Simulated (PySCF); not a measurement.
Si(OH)(SH), SMILES [Si](O)S (H₂OSSi) at its PBE0/def2-SVP optimised geometry (Å):

```
5

Si    -0.9997    -0.4693     0.0000
O     -1.2769     1.1709     0.0000
H     -0.5603     1.8167     0.0003
S      1.1796    -0.4693     0.0000
H      1.2769    -1.8167    -0.0004
```

Computed with PBE0/def2-TZVP (PySCF). Cells within 0.4 Å of a nucleus heavier than hydrogen are left out (blank, or x).

Map of the electrostatic potential (hartree/e), clipped to [-0.08, 0.12] on the plane z = 0.0 Å:

```
|222222333334444433333333333|
|222222233344444444333333333|
|222222233445555444333333333|
|222222223456665544433333333|
|222211223579987654433333333|
|221111123799998654433333332|
|221100025999999754433333222|
|211100069999999754433322222|
|211100299x99999755433222222|
|21110059xxx9998765433222222|
|22111169xx99998888643222222|
|222223799999999999984222222|
|222235999999999999998322222|
|222347999999999999999522222|
|222347999xx99999xxx99732222|
|222237999xx99999xxx99842222|
|222235999999999999999743222|
|222223699999999999999643322|
|222222369999999999998543333|
|222211235799878999998543333|
|222211123455557999997543333|
|222222222334456899996443333|
|222222222233445678765443333|
|222222222233344555554433333|
|222222222333334444444433333|
|222222222333333444444333333|
|222222222333333333333333333|
```
Scale: ten equal steps from -0.052 (start of '0') to 0.120 (end of '9'), in the order '0123456789'; x runs from -4.00 to 4.00, y from -4.00 (bottom) to 4.00 (top).
